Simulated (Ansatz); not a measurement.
Cost and result up the ladder for the cluster MoO2 (3 atoms). Charge 0, multiplicity 1. Geometry: r2SCAN-D4/def2-TZVP.

```xyz
3

Mo    1.4145    0.5206   -0.4075
O    -1.2801   -0.4712    0.3688
O    -0.1344   -0.0495    0.0387
```

Ansatz on 4 threads of Arm Neoverse V1 on a shared host. Times are rough, and most runs start from the orbitals of an earlier one. No level here is sound enough to serve as a yardstick. Binding counts from free atoms at the same level (Mo septet, O triplet; other spins of the atoms weren't run), without zero-point energy or a counterpoise term.

In the def2 sets Mo takes a core potential; there is no spin–orbit coupling. The structure holds 1 bond(s) between oxygen atoms. No other spin state of charge 0 was run. Another isomer (triplet) lies 7.24 eV lower at PBE0-D4/def2-TZVP; other spin states weren't run for this one.

Run but left out: CCSD(T)/def2-TZVPP (restricted singlet, unstable towards broken spin symmetry).

```tsv
level	functions	wall time	binding energy per atom (eV)	remarks
BLYP-D4/def2-TZVP	102	2.3 s	2.18	restricted SCF unstable in HF
r2SCAN-D4/def2-TZVP	102	6.5 s	1.48	restricted SCF unstable in HF
r2SCAN0-D4/def2-TZVP	102	6.5 s	0.91	restricted SCF unstable in HF
PBE-D4/def2-TZVP (with forces)	102	7 s	2.09	restricted SCF unstable in HF
PBE0-D4/def2-TZVP	102	7.5 s	1.36	restricted SCF unstable in HF
```
